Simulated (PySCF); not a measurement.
Stationary points of LaF3

Method: PySCF, B3LYP, basis La def2-TZVP with ECP46, F def2-TZVP (scalar-relativistic core potentials, no spin–orbit coupling, density fitting).

Relaxations began from a few typed shapes. The search is not exhaustive: other isomers or separated fragments can lie lower, and high-lying points may rest on an excited occupation.

Problem. Order these stationary points by electronic energy, lowest first, in kJ/mol from the lowest minimum.
A. singlet C3v: La–F 2.161 Å (×3); F–La–F 115.4° (×3)
B. singlet D3h: La–F 2.169 Å (×3); F–La–F 120.0° (×3)

Solution. A (0.0), B (1.9).

Problem. Which of them are minima?

Solution. By energy in kJ/mol, 0.0: minimum; 1.9: saddle point, 1 imaginary mode.

Formally La is in oxidation state +3, with 0 electrons left for the f, d and s shells; the Mulliken f population is 0.18.
